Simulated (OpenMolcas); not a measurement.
# Ionisation energies of erbium

| Item | Value |
| --- | --- |
| Program | OpenMolcas 26.06 |
| Basis | ANO-RCC-VQZP [9s8p6d4f3g2h] |
| Scalar Hamiltonian | DKH2, point nucleus |
| Spin-orbit coupling | RASSI with atomic mean-field integrals over the reference wave functions, term energies averaged over their components |

Active shells in each charge state: the valence f shell, with orbitals averaged over the low states. Where CASPT2's correlated closed shells are named, they are those of the first ion.

A. CASSCF
B. SS-CASPT2, IPEA 0.25 Eh, imaginary shift 0.1 Eh (closed shells correlated: 5s 5p)
C. SS-CASPT2, IPEA 0 Eh, imaginary shift 0.1 Eh (closed shells correlated: 5s 5p)
D. SS-CASPT2, IPEA 0.25 Eh, imaginary shift 0.1 Eh (closed shells correlated: 4d 5s 5p)

Energies in eV between the lowest computed levels, named as in B; reference values from the NIST Atomic Spectra Database with their kind.

```json
{"From": "Er2+ 4f12 3H6", "To": "Er3+ 4f11 4I* 15/2", "A": "17.929", "B": "23.709", "C": "23.710", "D": "23.926", "Spin-orbit share in B": "-0.198", "Reference": "22.700 (semi-empirical)"}
{"From": "Er3+ 4f11 4I* 15/2", "To": "Er4+ 4f10 5I8", "A": "38.715", "B": "43.000", "C": "43.014", "D": "43.099", "Spin-orbit share in B": "-0.057", "Reference": "42.420 (semi-empirical)"}
```

The lowest level within the active space need not be the ion's true ground level.

* marks odd parity.
